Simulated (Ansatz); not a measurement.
Input for Ansatz (an electronic-structure program): R-CCSD(T)/def2-TZVPP on BClFHSe (SMILES FB(Cl)[SeH]), a point of a torsion scan. The run froze 21 orbitals, filled d shells among them.

Ansatz 0.2 input:
```yaml
crystal:
  periodic: [false, false, false]
  atoms:
    - {symbol: F, position_ang: [-1.04110967, 1.37450864, -0.12347509]}
    - {symbol: B, position_ang: [-0.64420967, 0.14676190, 0.11038835]}
    - {symbol: Cl, position_ang: [-1.77154656, -1.11071747, -0.02391778]}
    - {symbol: Se, position_ang: [1.28481336, -0.14135537, 0.54696376]}
    - {symbol: H, position_ang: [1.11607800, -0.04335162, 1.97163491]}
basis:
  gaussian:
    orbitals: def2-TZVPP
magnetization: {spin_polarized: false}
correlation: {method: ccsd_t, electrons: outside_noble_gas}
scf: {lower_state_search: off}
```

Output:

```
WARN ansatz: RAYON_NUM_THREADS=1 ignored (pool sized by the plan → 1); use --threads N
Functional definition: HF
these checks for a lower state are left out or cut short: stability, starts, cluster_reference, orbital_swaps, neighbouring_geometries, increment
integrals: 0.46 GiB planned
1060 factors; integrals over basis functions are off by at most 1.4e-3 eV
mean field: 0.57 GiB planned
mean field evaluation 1: about -81202.9265 eV, gradient 2.8e1 eV
mean field evaluation 2: about -81203.0888 eV, gradient 2.8e1 eV
mean field evaluation 4: about -81204.8864 eV, gradient 2.6e0 eV
mean field evaluation 8: about -81204.9251 eV, gradient 2.4e-1 eV
mean field -81204.92537399 eV, -2984.2259648189 hartree, gradient 2.3e-6 eV, S^2 0.000000; 0 other end points of the search recorded, 0 dependent functions left out
21 core orbitals not correlated
reference -81204.92537399 eV, -2984.2259648189 hartree; 12, 12 occupied and 133, 133 virtual orbitals, 1060 factors
second order -18.64394712 eV of doubles, -0.00000000 eV of singles
coupled cluster: 1.10 GiB planned
cycle   1  -19.05686442 eV  change   -4.1e-1 eV  update   9.4e-2
cycle   2  -19.46233282 eV  change   -4.1e-1 eV  update   2.7e-2
cycle   3  -19.55712526 eV  change   -9.5e-2 eV  update   1.5e-2
cycle   4  -19.54745218 eV  change    9.7e-3 eV  update   3.7e-3
cycle   5  -19.54457862 eV  change    2.9e-3 eV  update   1.6e-3
cycle   6  -19.54506601 eV  change   -4.9e-4 eV  update   4.8e-4
cycle   7  -19.54484616 eV  change    2.2e-4 eV  update   1.4e-4
cycle   8  -19.54484097 eV  change    5.2e-6 eV  update   4.5e-5
cycle   9  -19.54486695 eV  change   -2.6e-5 eV  update   1.9e-5
perturbative correction -0.77405632 eV, -0.0284460452 hartree
Total energy: -81225.24429727 eV, -2984.9726714766 hartree
Checks for a lower state left out: stability, starts, cluster_reference, orbital_swaps, neighbouring_geometries, increment
```

Self-consistency was reached.

Cost: around 60 core-seconds (rough).
